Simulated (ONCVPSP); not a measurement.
# Reading a pseudo-wave (potassium)

Columns: radius, all-electron u(r) and pseudo u(r) of the 3s shell (level -36.83 eV) of potassium in the configuration [Ne] 3s2 3p6 3d1; PBEsol, scalar-relativistic, ONCV scheme, ONCVPSP 4.0.1.

| r (bohr) | all-electron | pseudo |
| --- | --- | --- |
| 0.200 | -0.4192 | 0.2640 |
| 0.400 | -0.2570 | 0.5031 |
| 0.600 | 0.3697 | 0.6937 |
| 0.800 | 0.8019 | 0.8211 |
| 1.000 | 0.9702 | 0.8790 |
| 1.200 | 0.9587 | 0.8686 |
| 1.400 | 0.8560 | 0.8034 |
| 1.600 | 0.7206 | 0.7024 |
| 1.800 | 0.5844 | 0.5821 |
| 2.000 | 0.4621 | 0.4620 |
| 2.200 | 0.3588 | 0.3588 |
| 2.400 | 0.2749 | 0.2749 |
| 2.600 | 0.2086 | 0.2086 |
| 2.800 | 0.1571 | 0.1571 |
| 3.000 | 0.1176 | 0.1176 |
| 3.200 | 0.0877 | 0.0877 |
| 3.400 | 0.0651 | 0.0651 |
| 3.600 | 0.0482 | 0.0482 |
| 3.800 | 0.0356 | 0.0356 |
| 4.000 | 0.0262 | 0.0262 |
| 4.200 | 0.0192 | 0.0192 |
| 4.400 | 0.0141 | 0.0141 |
| 4.600 | 0.0103 | 0.0103 |
| 4.800 | 0.0076 | 0.0076 |
| 5.000 | 0.0055 | 0.0055 |
| 5.200 | 0.0041 | 0.0041 |

Question: How many radial nodes do the two functions have?

Answer: The all-electron 3s function has n − l − 1 = 2 (the table is too coarse to show those close to the nucleus); the pseudo-wave has 0, since the states of the same l below it are removed with the core.

Question: At about which radius was the pseudo-wave matched?

Answer: 2.05 bohr, where the columns begin to agree (steps of 0.20 bohr).

Question: Where does each function peak?

Answer: Outermost all-electron maximum near 1.00 bohr, pseudo maximum near 1.00 bohr (to the table’s step).

Question: Is the pseudo-wave norm-conserving?

Answer: Yes: the ONCV scheme keeps the norm inside the radius equal to the all-electron one, which fixes the energy derivative of the logarithmic derivative at the level.
